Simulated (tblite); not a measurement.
Species: C₆H₁₀Si.
Geometry (GFN2-xTB, Å), atoms numbered from 1 in this order:
```xyz
17
C6H10Si angstrom
C      3.1616    0.4303    0.4269
C      1.8942    0.5648    0.0810
C      0.8188   -0.4095    0.4151
C     -0.4089    0.1857    1.0608
C     -1.2380   -0.1190    0.0561
Si    -3.0540    0.1291   -0.3116
C     -0.1408   -0.7785   -0.7545
H      3.9050    1.1666    0.1716
H      3.5104   -0.4264    0.9809
H      1.5661    1.4346   -0.4743
H      1.2334   -1.2738    0.9398
H     -0.5287    0.6871    2.0049
H     -3.6829    0.8291    0.8087
H     -3.1838    0.9144   -1.5433
H     -3.6834   -1.1798   -0.5128
H     -0.2663   -1.8475   -0.9176
H      0.0904   -0.2952   -1.7021
```

Level: GFN2-xTB in tblite, geometry and Hessian alike; calculated harmonic values, unscaled, isolated species. Errors from tens to a few hundred cm⁻¹ against measured bands are possible. Modes of hydrogen on silicon can be 10 to 20 % off. One conformer, not necessarily the lowest.

Harmonic wavenumbers (cm⁻¹): 60.3, 64.7, 73.9, 186.3, 254.2, 305.5, 356.7, 411.1, 528.2, 543.7, 552.6, 661.4, 773.6, 779.3, 784.7, 796.9, 852.7, 893.5, 931.4, 954.9, 1000.1, 1014.5, 1025.0, 1034.0, 1138.1, 1148.7, 1184.0, 1194.9, 1226.8, 1248.3, 1305.5, 1418.4, 1456.9, 1647.9, 1709.6, 2234.1, 2243.9, 2267.6, 2943.4, 2990.6, 3003.1, 3051.6, 3095.2, 3107.0, 3120.9.

A = 8156, B = 937.8, C = 908.9 MHz; mass 110.055 u (most abundant isotopes); point group C1, symmetry number 1.

Problem. Zero-point energy?

Solution. ½Σν̃ = 28788 cm⁻¹ = 82.31 kcal/mol.

Problem. Entropy at 273.15 K, 1 bar (ideal gas, RRHO, classical rotation)?

Solution. Translation 39.59, rotation 27.97, vibration 22.17: S = 89.7 cal/(mol K).

Problem. And Cp and H(273.15 K) − H(0)?

Solution. Cp = 31.87 cal/(mol K), of which vibrations give 23.92 (their classical limit is 45 R = 89.4); H(273.15 K) − H(0) = 5.35 kcal/mol without the zero-point energy, 3.18 from vibrations.

Problem. What must be added to the electronic energy to get the Gibbs energy at 273.15 K and 1 bar?

Solution. ZPE + [H(273.15 K) − H(0)] − T·S = 82.31 + 5.35 − 24.51 = 63.15 kcal/mol.

Problem. How do the functions run with temperature in this model?

Solution. 
| T (K) | S (cal/(mol K)) | Cp (cal/(mol K)) | H − H(0) (kcal/mol) | G − H(0) (kcal/mol) | ln q(vib) |
| --- | --- | --- | --- | --- | --- |
| 100 | 67.1 | 16.5 | 1.23 | -5.48 | 1.59 |
| 200 | 81.0 | 24.8 | 3.28 | -12.91 | 3.74 |
| 300 | 92.8 | 34.5 | 6.24 | -21.61 | 5.88 |
| 500 | 114.7 | 51.5 | 14.94 | -42.41 | 10.26 |
| 800 | 142.7 | 67.4 | 33.01 | -81.16 | 16.75 |
| 1000 | 158.5 | 74.2 | 47.21 | -111.32 | 20.83 |

q(vib) and H(0) count from the zero-point level.

Problem. Blend soft modes into free rotors: weight 1/[1 + (100 cm⁻¹/ν̃)⁴] for the oscillator and the rest for a rotor with moment μB/(μ + B), μ = h/(8π²ν), B = 10⁻⁴⁴ kg m². What vibrational entropy results?

Solution. 19.89 cal/(mol K) in place of 22.17, which changes −T·S at 273.15 K by +0.62 kcal/mol.

Hindered rotation and anharmonicity are outside this model. Other conformers, if any are populated, would add a mixing term that is left out. The structure is chiral; the term R ln 2 for an equal mix with its mirror image is left out.
